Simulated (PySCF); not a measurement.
SCF from a fresh guess for sextet RuSBr, at the PBE minimum. PySCF input:

```python
from pyscf import gto, scf, dft
mol = gto.M(atom='''
Ru    -0.104653    -0.424550    -0.560275
S      0.125119     0.507575    -2.494563
Br     0.084575     0.343100     1.734480''',
    basis={'Ru': 'def2-SVP', 'S': 'def2-SVP', 'Br': 'def2-SVP'},
    ecp={'Ru': 'def2-SVP'},
    charge=0, spin=5)
mf = dft.UKS(mol, xc='PBE')
mf.grids.atom_grid = (50, 194)
aux = {'Ru': 'def2-universal-JKFIT', 'S': 'def2-universal-JKFIT', 'Br': 'def2-universal-JKFIT'}
mf = mf.density_fit(auxbasis=aux)
mf.conv_tol = 1e-08
mf.diis_space = 10
mf.max_cycle = 60
mf.init_guess = 'minao'
mf.verbose = 4
mf.kernel()
```

Excerpt of the output (cycles alone):

```
init E= -3056.20129468488
cycle= 1 E= -3064.37289113137  delta_E= -8.17  |g|= 1.67  |ddm|= 2.44
cycle= 2 E= -3052.96143450926  delta_E= 11.4  |g|= 3.56  |ddm|= 7.56
cycle= 3 E= -3066.06450368513  delta_E= -13.1  |g|= 0.61  |ddm|= 7.05
cycle= 4 E= -3066.10165149198  delta_E= -0.0371  |g|= 0.53  |ddm|= 0.746
cycle= 5 E= -3066.22746063806  delta_E= -0.126  |g|= 0.25  |ddm|= 0.686
cycle= 6 E= -3066.24763959632  delta_E= -0.0202  |g|= 0.231  |ddm|= 0.485
cycle= 7 E= -3066.2784870095  delta_E= -0.0308  |g|= 0.0309  |ddm|= 0.241
cycle= 8 E= -3066.27871696121  delta_E= -0.00023  |g|= 0.0178  |ddm|= 0.0267
cycle= 9 E= -3066.27886942798  delta_E= -0.000152  |g|= 0.00511  |ddm|= 0.0153
cycle= 10 E= -3066.27888329443  delta_E= -1.39e-05  |g|= 0.00128  |ddm|= 0.00593
cycle= 11 E= -3066.27888435193  delta_E= -1.06e-06  |g|= 0.000596  |ddm|= 0.00206
cycle= 12 E= -3066.27888455785  delta_E= -2.06e-07  |g|= 0.000104  |ddm|= 0.000744
cycle= 13 E= -3066.27888456385  delta_E= -6e-09  |g|= 3.36e-05  |ddm|= 9.95e-05
Extra cycle  E= -3066.27888453374  delta_E= 3.01e-08  |g|= 0.000232  |ddm|= 0.00025
converged SCF energy = -3066.27888453374  <S^2> = 8.7561381  2S+1 = 6.0020457
```

No lower solution of this spin was found from smeared starts or by a stability analysis within the unrestricted form.

With open d or f shells other occupations or spin states may lie lower.

The search for the lowest solution, 3 starts and the stability check together, took 30 s on 2 threads of a shared Arm Neoverse N1 host, with 81 basis functions; the process peaked at 0.33 GiB.
